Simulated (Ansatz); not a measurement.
CCl2FNSn, SMILES `N#[C][Sn]([F])([Cl])[Cl]`, relaxed with RKS PBE0-D4/def2-TZVP in Ansatz from a PBE-D4/def2-SVP geometry. The force threshold is 0.005 eV/Å; the program also tests the step.

Total charge 0; spin multiplicity 1. Sn takes the def2 core potential.

Start:

```xyz
6

N    -0.773    2.354   -1.207
C    -0.445    1.362   -0.673
Sn    0.154   -0.434    0.264
F     0.594   -0.013    2.105
Cl    2.062   -1.292   -0.760
Cl   -1.591   -1.976    0.271
```

| step | energy (eV) | largest force (eV/Å) | largest move (Å) |
| --- | --- | --- | --- |
| 1 | -36112.5061 | 1.720 | 0.000 |
| 2 | -36112.6192 | 0.262 | 0.071 |
| 3 | -36112.6259 | 0.025 | 0.019 |
| 4 | -36112.6259 | 0.003 | 0.001 |

End:

```xyz
6

N    -0.761    2.319   -1.179
C    -0.436    1.346   -0.657
Sn    0.151   -0.434    0.250
F     0.577   -0.013    2.043
Cl    2.021   -1.276   -0.732
Cl   -1.551   -1.942    0.275
```

Hardware: 4 threads of a server CPU on a shared host. Wall time 19 s, peak host memory 0.72 GiB.
